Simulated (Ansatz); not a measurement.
A nudged elastic band was laid between two geometries of a periodic cell of 17 atoms, CuSi16 (host Si, host structure diamond, interstitial Cu), cell charge +1.

Theory: Ansatz 0.2.0, DFT PBE, scalar-relativistic, plane waves, PAW. Settings: PAW set soft_1, cutoff 420 eV, k mesh 2x2x2, gaussian smearing 0.02 eV, no spin polarisation.

```yaml
movable_images: 5
climbing_image: yes
spring: 10.0 eV/Å²
optimiser: quadratic models (default)
start_path: straight line
force_threshold: 0.03 eV/Å
iteration_limit: 72
end_points: relaxed
```

Image 0:

```xyz
17
Lattice="0.0000 5.4300 5.4300 5.4300 0.0000 5.4300 5.4300 5.4300 0.0000" Properties=species:S:1:pos:R:3
Si 0.041 -0.090 -0.014
Si 1.376 1.286 1.429
Si 2.688 2.654 0.063
Si 4.100 4.007 1.344
Si 2.633 -0.116 2.832
Si 4.000 1.320 4.062
Si 5.399 2.653 2.755
Si 6.705 3.978 4.169
Si 0.038 2.729 2.805
Si 1.423 4.215 3.928
Si 2.834 5.529 2.617
Si 4.098 6.802 4.139
Si 2.596 2.787 5.359
Si 3.999 4.083 6.826
Si 5.398 5.392 5.494
Si 6.752 6.821 6.755
Cu 9.748 7.086 6.487
```

Image 6:

```xyz
17
Lattice="0.0000 5.4300 5.4300 5.4300 0.0000 5.4300 5.4300 5.4300 0.0000" Properties=species:S:1:pos:R:3
Si 0.050 0.051 0.047
Si 1.401 1.401 1.398
Si 2.760 2.756 0.060
Si 4.132 4.126 1.383
Si 2.756 0.068 2.757
Si 4.129 1.391 4.128
Si 5.434 2.675 2.673
Si 6.846 4.077 4.075
Si 0.063 2.754 2.759
Si 1.386 4.125 4.130
Si 2.677 5.425 2.675
Si 4.079 6.835 4.076
Si 2.673 2.673 5.435
Si 4.073 4.072 6.849
Si 5.307 5.301 5.312
Si 6.655 6.646 6.654
Cu 7.993 7.991 8.004
```

Task: Which bonds break or form, and what moves?

Result: Contacts lost: Si1–Cu17, Si2–Cu17, Si6–Cu17. Contacts made: Si7–Cu17, Si8–Cu17. The atom that moves furthest is Cu17, by 2.49 Å.

Task: Give the energies along the band, and the barrier.

Result: The forces met the threshold. The highest image is number 3 of 0 to 6, 0.047 eV above the first end and 0.042 eV above the last; the last end lies 0.005 eV above the first. Beside the main top the profile has a ripple of under 15 meV (maxima at images 1, 3), which may be a very shallow well or noise. By the program's own check the climbing image is of a kind that is not told: the force calls were inconclusive, a negative curvature could not be distinguished from the path's own, the only one lies far off the path, or fixed occupations may fill a level only in part (lowest curvatures found: -0.56 and 0.81 eV/Å²). Limits of this set-up: charged cell in a uniform background, uncorrected.

```tsv
image	path coordinate (Å)	energy (eV)	Si1–Cu17 (Å)	Si2–Cu17 (Å)	Si6–Cu17 (Å)
0	0.00	0.000	2.35	2.54	2.47
1	0.65	0.004	2.43	2.96	2.58
2	1.29	0.000	2.68	3.11	3.05
3	1.94	0.047	3.30	3.51	3.51
4	2.37	0.012	3.78	3.86	3.84
5	2.81	0.004	4.24	4.20	4.12
6	3.25	0.005	4.59	4.56	4.33
```

Task: What is the geometry of the highest image?

Result: 
```xyz
17
Lattice="0.0000 5.4300 5.4300 5.4300 0.0000 5.4300 5.4300 5.4300 0.0000" Properties=species:S:1:pos:R:3
Si -0.136 0.115 0.134
Si 1.362 1.410 1.394
Si 2.753 2.660 0.002
Si 4.025 4.041 1.403
Si 2.763 0.029 2.665
Si 4.034 1.410 4.066
Si 5.426 2.660 2.674
Si 6.923 3.956 3.935
Si 0.085 2.761 2.797
Si 1.233 4.241 4.196
Si 2.670 5.367 2.758
Si 4.156 6.740 4.156
Si 2.631 2.761 5.343
Si 4.117 4.134 6.741
Si 5.554 5.260 5.303
Si 6.702 6.739 6.702
Cu 8.824 7.465 7.464
```

The band took 9 iterations and roughly 5 core-minutes.

Time of the run: 5.4 min on 1 thread of Intel(R) Xeon(R) 6975P-C (Granite Rapids) (shared host), peak memory 1 GiB.
